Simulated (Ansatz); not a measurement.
Vertical singlet–triplet gap (eV) of eight silicon and germanium compounds: PBE beside CAM-B3LYP, computed with Ansatz (a first-principles code) for isolated molecules in the bases named; differences from unrounded values. The eight are the first of their class met in an unordered collection, after screening for sound electronic states; none was chosen by its value. Functionals give these values as differences of separate SCF runs (ΔSCF), EOM-CCSD as a root; each molecule has one DFT geometry for both levels.

```tsv
molecule	basis	CAM-B3LYP
difluoro(silyloxy)silane (F2H4OSi2), SMILES F[SiH](F)O[SiH3]	def2-SVPD	7.66
C3H13NSi2, SMILES N(C)C([SiH3])(C)[SiH3]	def2-SVPD	5.86
AsF3H2Si, SMILES F[Si](F)(F)[AsH2]	def2-SVPD	5.93
Si(Cl)(OH)(NH2)2 (ClH5N2OSi), SMILES N[Si](N)(O)Cl	def2-SVPD	6.72
C4H10OSi, SMILES C[C@H]1OC[Si@H]1C	def2-SVPD	6.22
CH10FNSi3, SMILES N[C@H]([SiH3])[Si@@H](F)[SiH3]	def2-SVPD	5.55
N-methyl-N-silylpropan-2-amine (C4H13NSi), SMILES [SiH3]N(C)C(C)C	def2-SVPD	5.59
BrFH3NOSi, SMILES F[Si](Br)(N)O	def2-SVPD	6.73
```

Q: Estimate the PBE values and say how PBE differs from CAM-B3LYP over the set. (Estimate from the structure and the level; the computed values follow.)

A: 
```
molecule                                                            PBE  difference
-----------------------------------------------------------------  ----  ----------
difluoro(silyloxy)silane (F2H4OSi2), SMILES F[SiH](F)O[SiH3]       6.81       -0.85
C3H13NSi2, SMILES N(C)C([SiH3])(C)[SiH3]                           5.22       -0.64
AsF3H2Si, SMILES F[Si](F)(F)[AsH2]                                 5.70       -0.23
Si(Cl)(OH)(NH2)2 (ClH5N2OSi), SMILES N[Si](N)(O)Cl                 5.88       -0.84
C4H10OSi, SMILES C[C@H]1OC[Si@H]1C                                 5.51       -0.71
CH10FNSi3, SMILES N[C@H]([SiH3])[Si@@H](F)[SiH3]                   4.76       -0.79
N-methyl-N-silylpropan-2-amine (C4H13NSi), SMILES [SiH3]N(C)C(C)C  4.95       -0.65
BrFH3NOSi, SMILES F[Si](Br)(N)O                                    5.93       -0.81
```
PBE lies below CAM-B3LYP in 8 and above it in 0 of the eight; the mean signed difference is -0.69 and the largest -0.85 eV.
